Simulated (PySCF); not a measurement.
Ti (titanium, neutral) across methods

[Ar] 3d2 4s1 5s1, high-spin 5F determinant (an excited configuration). All numbers are calculated (PySCF 2.14, no relativity, point nucleus, in aug-cc-pwCVTZ).

| method | E (hartree) | mean ε 3d α (eV) | mean ε 4s α (eV) | mean ε 5s α (eV) | Σ⟨r²⟩ (bohr²) | ⟨S²⟩ |
| --- | --- | --- | --- | --- | --- | --- |
| PBE | -848.973 | -9.191 | -7.483 | -1.524 | 116.1 | 6.000 |
| UHF | -848.29144 | -16.095 | -9.842 | -2.190 | 125.9 | 6.003 |
| LDA | -847.145 | -9.140 | -7.700 | -1.516 | 114.8 | 6.000 |
| wB97M-V | -849.152 | -13.265 | -9.848 | -2.146 | 112.3 | 6.001 |
| PBE0 | -849.013 | -11.017 | -8.161 | -1.756 | 118.3 | 6.001 |
| BP86 | -849.306 | -9.276 | -7.641 | -1.572 | 115.2 | 6.000 |
| r2SCAN | -849.171 | -9.681 | -7.630 | -1.472 | 116.8 | 6.001 |
| wB97X-V | -849.079 | -13.400 | -9.930 | -2.289 | 122.0 | 6.001 |

The outer electron is Rydberg-like, and this basis confines it to a smaller radius and binds it less than a complete one would.
